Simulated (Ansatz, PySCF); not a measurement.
Reaction 0.5 R1 + 0.5 R2 → P1, each structure at its B3LYP-D3(BJ)/def2-TZVP stationary point, reached from a drawn start (curvature not checked).
P1: CH2F2 (SMILES FCF), charge 0, multiplicity 1.
R1, CF4 (SMILES FC(F)(F)F) (charge 0, multiplicity 1):
```xyz
5

F     -0.0369    -1.0400    -0.8218
C      0.0000     0.0000     0.0000
F     -0.1398     1.1194    -0.6970
F     -0.9859    -0.0979     0.8814
F      1.1626     0.0186     0.6375
```
R2: CH4 (SMILES C), charge 0, multiplicity 1.

P less R. No zero-point or thermal terms.

Frozen-core correlation throughout. CBS: X⁻³ extrapolation of the correlation energy, Hartree–Fock from the larger set.

Programs: Ansatz (a quantum-chemistry and plane-wave program) with Gaussian orbitals; PySCF for the D3/D4 terms. No computed number here is a measurement.

The comparison value is 48.4 kJ/mol (CCSD(T)/CBS(cc-pVTZ, cc-pVQZ)). It is a level with limits of its own, not the exact answer.

Order these levels by how close they come to the comparison value for the reaction energy, closest first: MP2/CBS(cc-pVTZ, cc-pVQZ), BLYP/def2-TZVPP, revPBE/def2-TZVPP, PBE/def2-TZVPP, PBE0-D3(BJ)/def2-TZVPP. Give each level's value less the comparison value.

MP2/CBS(cc-pVTZ, cc-pVQZ) (0.4 kJ/mol), PBE/def2-TZVPP (-1.0 kJ/mol), PBE0-D3(BJ)/def2-TZVPP (2.3 kJ/mol), revPBE/def2-TZVPP (-4.2 kJ/mol), BLYP/def2-TZVPP (-8.8 kJ/mol)
